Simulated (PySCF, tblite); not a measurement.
Isomers of C5H7OS2 (doublet state). Calculated harmonic vibrations of the isolated species, GFN2-xTB (tblite), most abundant isotopes, no scaling. This tight-binding method is rough: wavenumbers can miss measured ones by several per cent, in bad cases by 10 to 20. Modes of hydrogen on sulfur can be 10 to 20 % off. One conformer each. Open shells enter through the occupations alone, without spin polarisation, and single modes of such species can be off by tens of per cent.

Electronic energies: B3LYP/pcH-1 single points on the GFN2-xTB geometries (PySCF, gas phase).

| SMILES | electronic energy, lowest = 0 (kcal/mol) |
| --- | --- |
| COC1=CC[C](S)S1 | 0.0 |
| C[S@@](=O)[C@@H]1CC=[C]S1 | 49.5 |
| CO[C]1CC=C(S)S1 | 1.2 |

Q: How do GFN2-xTB zero-point energies change the relative energies?

A: 
```
                   SMILES  ZPE (kcal/mol)  of it from modes above 1550 cm⁻¹  electronic (kcal/mol)  with ZPE, lowest = 0 (kcal/mol)  lowest mode (cm⁻¹)  rings
          COC1=CC[C](S)S1            65.6                              31.2                    0.0                              0.0                  46      1
          CO[C]1CC=C(S)S1            65.3                              31.2                    1.2                              0.9                  56      1
C[S@@](=O)[C@@H]1CC=[C]S1            66.3                              32.5                   49.5                             50.2                  46      1
```

The zero-point energies span 1.0 kcal/mol, from `CO[C]1CC=C(S)S1` to `C[S@@](=O)[C@@H]1CC=[C]S1`. The order is unchanged.

Q: And how do the electronic energies of GFN2-xTB itself compare?

A: `COC1=CC[C](S)S1` 0.0; `CO[C]1CC=C(S)S1` 4.7; `C[S@@](=O)[C@@H]1CC=[C]S1` 44.9 kcal/mol, lowest = 0. Against the energies above, taken from the same isomer `COC1=CC[C](S)S1`, the largest difference is 4.6 kcal/mol.

Q: What do entropy and thermal enthalpy add at 298.15 K and 1 bar (rigid rotor, harmonic oscillator, one conformer each)?

A: 
```json
{"SMILES": "COC1=CC[C](S)S1", "point group": "C1", "symmetry number": "1", "S (cal/(mol K))": "98.0", "H − H(0) (kcal/mol)": "6.54", "ZPE + H − H(0) − TS (kcal/mol)": "42.9"}
{"SMILES": "CO[C]1CC=C(S)S1", "point group": "C1", "symmetry number": "1", "S (cal/(mol K))": "98.1", "H − H(0) (kcal/mol)": "6.61", "ZPE + H − H(0) − TS (kcal/mol)": "42.7"}
{"SMILES": "C[S@@](=O)[C@@H]1CC=[C]S1", "point group": "C1", "symmetry number": "1", "S (cal/(mol K))": "97.9", "H − H(0) (kcal/mol)": "6.47", "ZPE + H − H(0) − TS (kcal/mol)": "43.5"}
```

S holds R ln(2S + 1) for the spin.
